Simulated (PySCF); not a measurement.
Gas-phase reaction: 5 SbCl₃ ⇌ 3 SbCl₅ + Sb₂

Energies from PySCF, thermal terms from the rigid-rotor harmonic-oscillator model, ideal gas at 1 bar. † marks an energy on the PBE0/def2-TZVP geometry and frequencies. MP2 and CCSD(T) freeze the core. All species are closed-shell singlets. B3LYP is the form with VWN-RPA correlation. Sb: scalar-relativistic def2 core potential, no spin-orbit coupling. MP2 isn't extrapolated to the basis-set limit; its ΔH°(298 K) is 504.9 kJ in def2-SVP and 598.7 kJ in def2-TZVPP. CCSD(T) isn't extrapolated to the basis-set limit. The harmonic model lacks anharmonicity and excited electronic states, which grow with temperature; levels with a mode under 35 cm⁻¹ are left out. Soft modes under 120 cm⁻¹ make the harmonic entropy rough for SbCl₃, SbCl₅.

```
level              ΔE electronic, kJ  ΔH°(298 K), kJ  ΔS°(298 K), J/K  ΔG°(1200 K), kJ
-----------------  -----------------  --------------  ---------------  ---------------
B3LYP/def2-TZVP†                 758             766             -225             1022
BLYP/def2-TZVP†                  777             785             -225             1041
CCSD(T)/def2-SVP†                544             551             -225              807
HF/def2-TZVP†                    774             782             -225             1038
M06-2X/def2-TZVP†                681             689             -225              945
MP2/def2-SVP†                    497             505             -225              761
MP2/def2-TZVPP†                  591             599             -225              855
PBE/def2-TZVP†                   697             704             -225              960
r2SCAN/def2-TZVP†                669             677             -225              933
```
ΔH° is lowest at MP2/def2-SVP† and highest at BLYP/def2-TZVP†. No reference value is set beside these.
